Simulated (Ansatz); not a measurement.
`C=C[SiH](F)C#N` + HCl → `N#C[SiH](F)Cl` + `C=C`  (ligand exchange at the Si–C bond)

Isolated molecules relaxed with PBE0-D4/def2-TZVP in Ansatz; ΔE leaves out vibrations. CBS: MP2 limit from def2 TZ/QZ plus the TZ coupled-cluster correction, frozen cores. This one scheme is used for every species. One conformer a species, not always the lowest.

```
         species  CCSD(T)/CBS(def2) energy (Eh)
`C=C[SiH](F)C#N`                     -560.17873
             HCl                     -460.38127
 `N#C[SiH](F)Cl`                     -942.11148
           `C=C`                      -78.48111
```

(1) Work out ΔE.

Largest T1 diagnostic among the species: 0.013.

Answers

(1) ΔE = (-942.11148) + (-78.48111) − (-560.17873) − (-460.38127) = -0.03259 Eh = -85.6 kJ/mol.

At CCSD(T), def2-SVP lies +4.7 kJ/mol from the extrapolated value and def2-TZVPP +2.6 kJ/mol. In def2-TZVPP, CCSD(T) changes the Hartree–Fock value by +9.1 kJ/mol (the triples alone add +0.7 kJ/mol) and MP2 by +5.2 kJ/mol.
